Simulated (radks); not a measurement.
Question: Excited configurations of neutral beryllium: one electron is placed in a higher orbital outside [He] 2s1. The ground configuration is [He] 2s2. All-electron calculation, non-relativistic Kohn-Sham, LDA (Slater exchange, Perdew-Wang correlation), spin-polarised, spherical densities, point nucleus; open shells are filled with parallel spins first. Program: a radial shooting solver on a logarithmic mesh with Libxc functionals. Excitation = E - E(ground); binding = E(ion) - E, where the ion is the core of charge +1; n* = 1/sqrt(2 binding) in atomic units, and the quantum defect is n - n*.

outer orbital  excitation (eV)  binding (eV)     n*  quantum defect  eigenvalue (eV)  <r> (bohr)
2p                       2.470         6.559  1.440           0.560           -3.061       2.933
3p                       6.731         2.297  2.434           0.566           -1.286       8.492
5s                       8.128         0.900  3.887           1.113           -0.589       24.86
6s                       8.424         0.605  4.744           1.256           -0.408       37.68
6p                       8.485         0.544  5.002           0.998           -0.365       41.22

Estimate the row for 3s.

Answer: excitation (eV) 6.062; binding (eV) 2.967; n* 2.142; quantum defect 0.858; eigenvalue (eV) -1.770; <r> (bohr) 7.279. The Delta-SCF ionisation energy is 9.029 eV (NIST Atomic Spectra Database: 9.323 eV, measured). Self-interaction in the functional shifts the binding energies and quantum defects, so they are the method's values and not measured ones.
